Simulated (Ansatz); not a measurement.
**A family of molecules: the HOMO–LUMO gap**

All atoms of one element are swapped for its congeners: BF3 (boron trifluoride) `FB(F)F`; BCl3 (boron trichloride) `ClB(Cl)Cl`; BBr3 (boron tribromide) `BrB(Br)Br`; BI3 (boron triiodide) `IB(I)I`. All are singlets with charge 0.

Shapes, held fixed at every level: PBE0-D4/def2-TZVP. Programs: Ansatz 0.2.0. Values in eV.

How should the HOMO–LUMO gap change along the series?

At wB97X-V/def2-TZVPP the HOMO–LUMO gap falls at every step, from 16.99 to 9.08 eV. Every level shows the same order. For atoms past krypton def2 sets carry core potentials with scalar relativity. Relativity is left out for Br unless named. Orbital gaps aren't excitation energies, and the LUMO depends on the basis.

```csv
level,BF3,BCl3,BBr3,BI3
SPW92/def2-TZVPP,9.52,4.91,4.01,2.97
PBE-D4/def2-TZVPP,9.65,5.04,4.09,3.02
B3LYP-D4/def2-TZVPP,11.94,6.94,5.79,4.51
BHLYP-D4/def2-TZVPP,15.36,9.81,8.37,6.78
r2SCAN0-D4/def2-TZVPP,13.55,7.80,6.55,5.14
wB97X-V/def2-TZVPP,16.99,12.10,10.69,9.08
```
